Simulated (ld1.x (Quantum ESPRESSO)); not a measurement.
# Building the TM potential for antimony (Sb) (LDA (PZ), scalar-relativistic).

ld1.x (Quantum ESPRESSO) 7.5 was run on this input:

```
&input
   title='Sb', zed=51., rel=1, dft='PZ', iswitch=3,
   config='[Kr] 4d10 5s2 5p1',
   nld=2, rlderiv=2.20, eminld=-4.0, emaxld=5.0, deld=0.02
 /
 &inputp
   pseudotype=2, tm=.true., lloc=0,
   nlcc=.true., new_core_ps=.true.,
   file_pseudopw='Sb.UPF', file_wfcaegen='ae.wfc', file_wfcncgen='nc.wfc', file_beta='beta', file_chi='chi'
 /
2
5P  2  1   1.00   0.00  2.00  2.00  0.0
5S  1  0   2.00   0.00  1.75  1.75  0.0
 &test
   configts(1)='5s2 5p1'
 /
```

Command:

```bash
ld1.x < Sb.in > Sb.out
```

The program printed (shortened: banner, matrices, multipoles, cross overlaps and the repeated all-electron block are left out):

```
Program LD1 v.7.5
     --------------------------- All-electron run ----------------------------

     Sb
     scalar relativistic calculation

     atomic number is 51.00
     dft =PZ   lsd =0 sic =0 latt =0  beta=0.20 tr2=1.0E-14
     Exchange-correlation= PZ
                           (   1   1   0   0   0   0   0)
     mesh =1243 r(mesh) =  98.80758 a.u. xmin = -7.00 dx = 0.01250
     1 Ry =  13.60569312 eV, c = 137.03599908

     n l     nl                  e(Ry)          e(Ha)          e(eV)
     1 0     1S 1( 2.00)     -2226.2471     -1113.1235    -30289.6345
     2 0     2S 1( 2.00)      -340.0008      -170.0004     -4625.9470
     2 1     2P 1( 6.00)      -305.5567      -152.7784     -4157.3109
     3 0     3S 1( 2.00)       -67.7197       -33.8598      -921.3729
     3 1     3P 1( 6.00)       -56.4905       -28.2453      -768.5927
     4 0     4S 1( 2.00)       -12.2766        -6.1383      -167.0323
     4 1     4P 1( 6.00)        -8.8292        -4.4146      -120.1279
     3 2     3D 1(10.00)       -39.3037       -19.6519      -534.7541
     4 2     4D 1(10.00)        -3.8208        -1.9104       -51.9847
     5 0     5S 1( 2.00)        -2.1917        -1.0959       -29.8199
     5 1     5P 1( 1.00)        -1.5003        -0.7502       -20.4128

     final scf error:  7.0E-15 reached in  35 iterations

     Etot =  -12950.113182 Ry,   -6475.056591 Ha, -176195.265860 eV

     Ekin =   13541.314793 Ry,    6770.657397 Ha,  184238.973560 eV
     Encl =  -31265.633531 Ry,  -15632.816765 Ha, -425390.615115 eV
     Eh   =    5102.297691 Ry,    2551.148846 Ha,   69420.296609 eV
     Exc  =    -328.092136 Ry,    -164.046068 Ha,   -4463.920914 eV

     normalization and overlap integrals

     s(1S/1S) =  1.000000  <r> =   0.0284  <r2> =    0.0011  r(max) =   0.0184
     s(2S/2S) =  1.000000  <r> =   0.1227  <r2> =    0.0178  r(max) =   0.1034
     s(2P/2P) =  1.000000  <r> =   0.1072  <r2> =    0.0140  r(max) =   0.0826
     s(3S/3S) =  1.000000  <r> =   0.3311  <r2> =    0.1253  r(max) =   0.2991
     s(3P/3P) =  1.000000  <r> =   0.3292  <r2> =    0.1257  r(max) =   0.2954
     s(4S/4S) =  1.000000  <r> =   0.7905  <r2> =    0.7072  r(max) =   0.7176
     s(4P/4P) =  1.000000  <r> =   0.8520  <r2> =    0.8291  r(max) =   0.7639
     s(3D/3D) =  1.000000  <r> =   0.3056  <r2> =    0.1108  r(max) =   0.2449
     s(4D/4D) =  1.000000  <r> =   1.0263  <r2> =    1.2423  r(max) =   0.8442
     s(5S/5S) =  1.000000  <r> =   2.0811  <r2> =    4.8724  r(max) =   1.8325
     s(5P/5P) =  1.000000  <r> =   2.4802  <r2> =    6.9488  r(max) =   2.1558

     ------------------------ End of All-electron run ------------------------

     --------------------- Generating NC pseudopotential ---------------------

      Generating local pot.: lloc=0, matching radius rcloc =   1.7500

      Computing core charge for nlcc:

       r > 1.64 : true rho core
      Core charge pseudized with two Bessel functions
      Integrated core pseudo-charge :  13.96

      Wfc   5P  rcut= 2.000  Using Troullier-Martins method

     ------------------- End of pseudopotential generation -------------------

     Computing logarithmic derivative in   2.19667
     Computing logarithmic derivative in   2.19667
     Computing the partial wave expansion
       no projector for channel:   0
     R is outside the sphere for l=    1 j= 0.00

     ---------------------- Testing the pseudopotential ----------------------

     Sb
     scalar relativistic calculation

     atomic number is 51.00   valence charge is  5.00
     dft =PZ   lsd =0 sic =0 latt =0  beta=0.20 tr2=1.0E-14
     mesh =1243 r(mesh) =  98.80758 xmin = -7.00 dx = 0.01250

     n l     nl             e AE (Ry)        e PS (Ry)    De AE-PS (Ry)
     1 0     5S   1( 2.00)       -2.19172       -2.19173        0.00001
     2 1     5P   1( 1.00)       -1.50031       -1.50031       -0.00000

     eps = 2.7E-15  iter =  7

     Etot =  -12950.113182 Ry,   -6475.056591 Ha, -176195.265860 eV
     Etotps =   -32.431599 Ry,     -16.215800 Ha,    -441.254387 eV

     Ekin =       2.276455 Ry,       1.138228 Ha,      30.972754 eV
     Encl =     -12.916250 Ry,      -6.458125 Ha,    -175.734536 eV
     Ehrt =       3.643993 Ry,       1.821996 Ha,      49.579048 eV
     Ecxc =     -25.539074 Ry,     -12.769537 Ha,    -347.476801 eV
     (Ecc =     -23.149817 Ry,     -11.574909 Ha,    -314.969312 eV)
     Epseu=       0.103277 Ry,       0.051638 Ha,       1.405149 eV

     ---------------------- End of pseudopotential test ----------------------
```

Generation and configuration tests took about 2.7 s on one core of a shared server CPU.

Transferability test of the new file with ld1.x, input:

```
&input
   title='Sb', zed=51., rel=1, dft='PZ', iswitch=2,
   config='[Kr] 4d10 5s2 5p1'
 /
 &test
   file_pseudo='Sb.UPF', nconf=10,
   configts(1)='5s2 5p1',
   configts(2)='5s2 5p3',
   configts(3)='5s2 5p2',
   configts(4)='5s2 5p0',
   configts(5)='5s0 5p5',
   configts(6)='5s1 5p3',
   configts(7)='5s1 5p4',
   configts(8)='5s1 5p0',
   configts(9)='5s2 5p1', lsdts(9)=1,
   configts(10)='5s2 5p3', lsdts(10)=1
 /
```

```bash
ld1.x < Sb.test.in > Sb.test.out
```

Pseudopotential blocks of its output, shortened (energy terms left out):

```
     ---------------------- Testing the pseudopotential ----------------------

     n l     nl             e AE (Ry)        e PS (Ry)    De AE-PS (Ry)
     1 0     5S   1( 2.00)       -2.19172       -2.19173        0.00001
     2 1     5P   1( 1.00)       -1.50031       -1.50031       -0.00000

     eps = 2.7E-15  iter =  7

     Etot =  -12950.113182 Ry,   -6475.056591 Ha, -176195.265860 eV
     Etotps =   -32.431599 Ry,     -16.215800 Ha,    -441.254387 eV

     ---------------------- End of pseudopotential test ----------------------

          ---------------------- Testing the pseudopotential ----------------------

     n l     nl             e AE (Ry)        e PS (Ry)    De AE-PS (Ry)
     1 0     5S   1( 2.00)       -0.96200       -0.95949       -0.00251
     2 1     5P   1( 3.00)       -0.36739       -0.36675       -0.00064

     eps = 7.0E-16  iter = 12

     Etot =  -12951.934048 Ry,   -6475.967024 Ha, -176220.040001 eV
     Etotps =   -34.251194 Ry,     -17.125597 Ha,    -466.011236 eV
     dEtot_ae =      -1.820866 Ry
     dEtot_ps =      -1.819595 Ry,   Delta E=      -0.001271 Ry

     ---------------------- End of pseudopotential test ----------------------

          ---------------------- Testing the pseudopotential ----------------------

     n l     nl             e AE (Ry)        e PS (Ry)    De AE-PS (Ry)
     1 0     5S   1( 2.00)       -1.54031       -1.53790       -0.00241
     2 1     5P   1( 2.00)       -0.89919       -0.89805       -0.00113

     eps = 6.0E-15  iter = 15

     Etot =  -12951.307777 Ry,   -6475.653888 Ha, -176211.519150 eV
     Etotps =   -33.625731 Ry,     -16.812865 Ha,    -457.501371 eV
     dEtot_ae =      -1.194595 Ry
     dEtot_ps =      -1.194131 Ry,   Delta E=      -0.000463 Ry

     ---------------------- End of pseudopotential test ----------------------

          ---------------------- Testing the pseudopotential ----------------------

     n l     nl             e AE (Ry)        e PS (Ry)    De AE-PS (Ry)
     1 0     5S   1( 2.00)       -2.89570       -2.90229        0.00660  !
     2 1     5P   1( 0.00)       -2.15062       -2.15527        0.00465

     eps = 1.1E-15  iter =  7

     Etot =  -12948.291508 Ry,   -6474.145754 Ha, -176170.480726 eV
     Etotps =   -30.607541 Ry,     -15.303770 Ha,    -416.436809 eV
     dEtot_ae =       1.821674 Ry
     dEtot_ps =       1.824058 Ry,   Delta E=      -0.002385 Ry

     ---------------------- End of pseudopotential test ----------------------

          ---------------------- Testing the pseudopotential ----------------------

     n l     nl             e AE (Ry)        e PS (Ry)    De AE-PS (Ry)
     1 0     5S   1( 0.00)       -1.07588       -1.07740        0.00151
     2 1     5P   1( 5.00)       -0.44785       -0.44798        0.00013

     eps = 1.7E-16  iter =  7

     Etot =  -12950.710604 Ry,   -6475.355302 Ha, -176203.394208 eV
     Etotps =   -33.028223 Ry,     -16.514112 Ha,    -449.371872 eV
     dEtot_ae =      -0.597423 Ry
     dEtot_ps =      -0.596624 Ry,   Delta E=      -0.000798 Ry

     ---------------------- End of pseudopotential test ----------------------

          ---------------------- Testing the pseudopotential ----------------------

     n l     nl             e AE (Ry)        e PS (Ry)    De AE-PS (Ry)
     1 0     5S   1( 1.00)       -1.60138       -1.60163        0.00025
     2 1     5P   1( 3.00)       -0.94626       -0.94610       -0.00017

     eps = 3.4E-15  iter =  9

     Etot =  -12950.659650 Ry,   -6475.329825 Ha, -176202.700943 eV
     Etotps =   -32.978008 Ry,     -16.489004 Ha,    -448.688657 eV
     dEtot_ae =      -0.546468 Ry
     dEtot_ps =      -0.546409 Ry,   Delta E=      -0.000060 Ry

     ---------------------- End of pseudopotential test ----------------------

          ---------------------- Testing the pseudopotential ----------------------

     n l     nl             e AE (Ry)        e PS (Ry)    De AE-PS (Ry)
     1 0     5S   1( 1.00)       -1.02109       -1.02051       -0.00058
     2 1     5P   1( 4.00)       -0.40912       -0.40881       -0.00031

     eps = 3.4E-15  iter = 15

     Etot =  -12951.330682 Ry,   -6475.665341 Ha, -176211.830795 eV
     Etotps =   -33.648864 Ry,     -16.824432 Ha,    -457.816121 eV
     dEtot_ae =      -1.217500 Ry
     dEtot_ps =      -1.217265 Ry,   Delta E=      -0.000235 Ry

     ---------------------- End of pseudopotential test ----------------------

          ---------------------- Testing the pseudopotential ----------------------

     n l     nl             e AE (Ry)        e PS (Ry)    De AE-PS (Ry)
     1 0     5S   1( 1.00)       -3.69799       -3.72332        0.02533  !
     2 1     5P   1( 0.00)       -2.89061       -2.90980        0.01919  !

     eps = 1.9E-16  iter =  5

     Etot =  -12944.997608 Ry,   -6472.498804 Ha, -176125.664938 eV
     Etotps =   -27.297975 Ry,     -13.648988 Ha,    -371.407874 eV
     dEtot_ae =       5.115573 Ry
     dEtot_ps =       5.133624 Ry,   Delta E=      -0.018051 Ry

     ---------------------- End of pseudopotential test ----------------------

          ---------------------- Testing the pseudopotential ----------------------

     n l     nl             e AE (Ry)        e PS (Ry)    De AE-PS (Ry)
     1 0     5S   1( 1.00)       -2.21426       -2.21436        0.00011
     2 1     5P   1( 1.00)       -1.52403       -1.52406        0.00003
     1 0     5S   2( 1.00)       -2.16374       -2.16389        0.00015
     2 1     5P   2( 0.00)       -1.47033       -1.47049        0.00015

     eps = 2.3E-15  iter =  7

     Etot =  -12950.126444 Ry,   -6475.063222 Ha, -176195.446294 eV
     Etotps =   -32.444835 Ry,     -16.222417 Ha,    -441.434463 eV
     dEtot_ae =      -0.013262 Ry
     dEtot_ps =      -0.013235 Ry,   Delta E=      -0.000026 Ry

     ---------------------- End of pseudopotential test ----------------------

          ---------------------- Testing the pseudopotential ----------------------

     n l     nl             e AE (Ry)        e PS (Ry)    De AE-PS (Ry)
     1 0     5S   1( 1.00)       -0.99735       -0.99510       -0.00224
     2 1     5P   1( 3.00)       -0.40429       -0.40375       -0.00054
     1 0     5S   2( 1.00)       -0.88786       -0.88517       -0.00270
     2 1     5P   2( 0.00)       -0.29253       -0.29172       -0.00081

     eps = 5.0E-15  iter = 14

     Etot =  -12952.014311 Ry,   -6476.007156 Ha, -176221.132047 eV
     Etotps =   -34.331685 Ry,     -17.165842 Ha,    -467.106369 eV
     dEtot_ae =      -1.901130 Ry
     dEtot_ps =      -1.900086 Ry,   Delta E=      -0.001044 Ry

     ---------------------- End of pseudopotential test ----------------------
```
